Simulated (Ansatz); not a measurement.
Computed with Ansatz.

A structure relaxed at PBE0-D4/def2-TZVP, charge 0, multiplicity 1:

| atom | x (Å) | y (Å) | z (Å) |
| --- | --- | --- | --- |
| N1 | 1.225 | -0.114 | -1.581 |
| B2 | 0.250 | 0.281 | -0.640 |
| O3 | -0.504 | 1.421 | -0.800 |
| C4 | -0.006 | -0.583 | 0.635 |
| C5 | -0.502 | 0.054 | 1.920 |
| C6 | -1.379 | -0.626 | 1.282 |
| H7 | 1.769 | -0.948 | -1.453 |
| H8 | 1.451 | 0.385 | -2.423 |
| H9 | -0.308 | 1.914 | -1.598 |
| H10 | 0.610 | -1.482 | 0.748 |
| H11 | -0.221 | 0.689 | 2.742 |
| H12 | -2.384 | -0.991 | 1.167 |

Problem. Give its formula and SMILES.

Solution. C3H6BNO, `NB(O)C1C=C1`.

Problem. Point group (tolerance 0.08 Å, 0.16 Å for H)?

Solution. Cs.

Problem. Summarise the bond lengths by kind.

Solution. 1 × B–N 1.411 Å; 2 × H–N 1.004 to 1.005 Å; 1 × B–O 1.376 Å; 1 × B–C 1.562 Å; 1 × H–O 0.958 Å; 3 × C–C 1.280 to 1.518 Å; 3 × C–H 1.076 to 1.096 Å.
